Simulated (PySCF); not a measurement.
## Excitation energy of Br⁺ by level of theory

Br⁺ [Ar] 3d10 4s2 4p4 (3P) → Br⁺ [Ar] 3d10 4s1 4p5 (3P), as a difference of total energies. Calculation: PySCF 2.14, in dyall-av2z (16s12p8d, 92 functions); no relativity, point nucleus. Correlated levels: valence: [Ar] 3d10 frozen; virtual orbitals above 40 to 60 times the deepest correlated orbital energy dropped. The calculations carry no spin-orbit coupling.

```json
{"method": "UHF", "excitation energy (cm⁻¹)": "109220"}
{"method": "MP2 (valence)", "excitation energy (cm⁻¹)": "100020"}
{"method": "SCS-MP2 (valence)", "excitation energy (cm⁻¹)": "98710"}
{"method": "CCSD (valence)", "excitation energy (cm⁻¹)": "91076"}
{"method": "CCSD(T) (valence)", "excitation energy (cm⁻¹)": "89359"}
```

These non-relativistic numbers lack the scalar-relativistic shift.

Errors of the correlated levels include the incompleteness of this basis and the frozen core.

The coupled-cluster amplitudes are large for the upper state (T1 above 0.03 or a double amplitude above 0.15), so a single reference is strained.

For comparison: 96173 cm⁻¹ (measured; NIST levels, between the centres of gravity of the two terms).
